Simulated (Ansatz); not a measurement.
Several settings on one geometry of [SiF3]- (SiF₃⁻) (that of the charge -1 singlet, PBE-D4/def2-TZVPD). Ansatz on 4 threads of Arm Neoverse V2 on a shared host; times are rough.

Cartesian coordinates in Å:
```
Si -0.005 0.005 0.636
F 1.469 -0.031 -0.201
F -0.706 1.284 -0.227
F -0.758 -1.257 -0.209
```

Totals from different functionals, basis sets or treatments of relativity can't be compared as stabilities.

The 6-31G sets use Cartesian d functions. Correlated methods freeze 8 core orbitals.

The spins typed aren't always the lowest for that charge.

(1) Give the basis size and estimate the energy, ⟨S²⟩ and time of these runs.

```
run                      method  charge    state                                                                                                                further keys
  1     UKS revPBE0/def2-mTZVPP       0  doublet  final_grid: {core_spheres: 8, valence_spheres: 7, degree: 23}; accuracy: high; scf: {omitted_lower_state_checks: [starts]}
  2  RKS LDA (SPW92)/def2-TZVPP      -1  singlet                      fitting: {mean_field: def2-universal-jkfit}; scf: {omitted_lower_state_checks: [starts]}; forces asked
  3        RKS B2PLYP/def2-SVPD      -1  singlet                                                                                scf: {lower_state_search: off}; forces asked
  4   UKS BLYP-D3(BJ)/6-31++G**       0  doublet                                                                   scf: {omitted_lower_state_checks: [starts]}; forces asked
```

Answers

(1) 
| run | functions | energy (Eh) | ⟨S²⟩ | wall time |
| --- | --- | --- | --- | --- |
| 1 | 99 | -589.0569 | 0.75 | 1.1 s |
| 2 | 135 | -586.3470 | – | 0.35 s |
| 3 | 93 | -588.6152 | – | 1.9 s |
| 4 | 80 | -589.1183 | 0.75 | 0.95 s |

The highest occupied level of an anion often lies above zero with these methods, and sets without diffuse functions describe the outer electron poorly.
